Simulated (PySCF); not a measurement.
## Frontier levels across methods

Species: C₄H₁₂Al (charge -1).
Geometry (PBE0-D3(BJ)/def2-SVP, Å), atoms numbered from 1 in this order:
```xyz
17
C4H12Al angstrom
C     -0.2682   -1.2846   -1.5567
Al    -0.0019   -0.0016   -0.0011
C     -0.0166    1.9108   -0.6926
C     -1.5037   -0.2433    1.3493
C      1.7841   -0.3801    0.8954
H     -1.2280   -1.1127   -2.0818
H     -0.2711   -2.3445   -1.2356
H      0.5286   -1.1893   -2.3198
H      0.1198    2.6508    0.1200
H     -0.9684    2.1694   -1.1961
H      0.7895    2.1000   -1.4280
H     -2.5019   -0.0504    0.9103
H     -1.5356   -1.2698    1.7639
H     -1.4027    0.4415    2.2138
H      1.8469   -1.4109    1.2952
H      2.6354   -0.2617    0.1969
H      1.9800    0.3003    1.7470
```

Basis pcSseg-1 throughout (PySCF), one geometry. Isolated species at its PBE0-D3(BJ)/def2-SVP geometry, gas phase.

How do the orbital energies and the gap change with the method?

| method | kind | HOMO (eV) | LUMO (eV) | gap (eV) | SCF cycles |
| --- | --- | --- | --- | --- | --- |
| BLYP | GGA | -0.72 | 4.55 | 5.27 | 12 |
| OPBE | GGA | -0.80 | 4.87 | 5.67 | 12 |
| B97-D | GGA | -0.84 | 4.67 | 5.51 | 12 |
| PBE | GGA | -0.84 | 4.55 | 5.39 | 12 |
| LDA | LDA | -0.94 | 4.39 | 5.34 | 12 |
| KT3 | GGA | -0.95 | 4.44 | 5.38 | 12 |
| KT2 | GGA | -0.95 | 4.42 | 5.38 | 12 |
| BP86 | GGA | -0.96 | 4.60 | 5.55 | 12 |
| B3LYP | global hybrid | -1.91 | 5.01 | 6.92 | 11 |
| PBE0 | global hybrid | -2.12 | 5.33 | 7.45 | 10 |
| mPW1PW91 | global hybrid | -2.15 | 5.39 | 7.54 | 10 |
| HF | Hartree–Fock | -5.22 | 7.99 | 13.21 | 9 |

The HOMO spans 4.50 eV, from BLYP down to HF, and the gap runs from 5.27 eV (BLYP) to 13.21 eV (HF). Over the methods BLYP (0 %), OPBE (0 %), B97-D (0 %), PBE (0 %), LDA (0 %), KT3 (0 %), KT2 (0 %), BP86 (0 %), B3LYP (20 %), PBE0 (25 %), mPW1PW91 (25 %), HF (100 %), a straight line through the gap against the share of exact exchange rises by 0.78 eV for each 10 % (correlation coefficient 0.999).
